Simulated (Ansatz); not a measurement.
C₄H₁₂BrNOSn, SMILES `C[CH2][Sn]([OH])([Br])[N](C)C`. Charge 0, multiplicity 1. Correlated methods include outer-core shells of Br, Sn, which these sets cover unevenly. Scalar relativity is left out up to krypton. Sn takes the def2 core potential.

```xyz
20

C     1.429   -1.016    2.734
C     1.221    0.025    1.644
Sn   -0.133   -0.649    0.145
O    -1.872   -0.936    1.022
Br    0.464   -2.892   -0.753
N    -0.253    0.544   -1.466
C    -1.022    0.124   -2.612
C    -0.306    1.970   -1.243
H     2.119   -0.643    3.495
H     1.850   -1.941    2.332
H     0.491   -1.268    3.231
H     0.796    0.948    2.047
H     2.154    0.283    1.139
H    -2.353   -1.688    0.668
H    -0.927   -0.954   -2.765
H    -2.093    0.368   -2.530
H    -0.642    0.617   -3.517
H     0.305    2.256   -0.382
H     0.099    2.501   -2.115
H    -1.326    2.350   -1.073
```

Task: Give the diagnostics of a CCSD(T)/def2-TZVPP run (frozen core, Ansatz). (Estimate.)

Result: The calculation gave: T1 = 0.0112, largest single amplitude 0.024, largest double 0.014, (T) share of the correlation energy 3.7 %, 10 CCSD cycles. The RHF solution is stable towards an unrestricted one. T1 lies under the customary mark of 0.02 for closed shells.
